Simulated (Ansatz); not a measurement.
(1) Predict a relaxed structure of Sr₂Se, charge 0, singlet, at r2SCAN-D4/def2-TZVP (Ansatz).

## Answers

(1) 
```xyz
3

Sr    0.579    1.091   -1.529
Sr   -1.673   -0.655    0.798
Se    1.093   -0.436    0.731
```
Point group C2v (tolerance 0.1 Å). This is one stationary point.

In the def2 sets Sr takes a core potential; there is no spin–orbit coupling. The restricted singlet is unstable: a solution with broken spin symmetry lies lower. The structure comes from a short search, and lower isomers may exist.
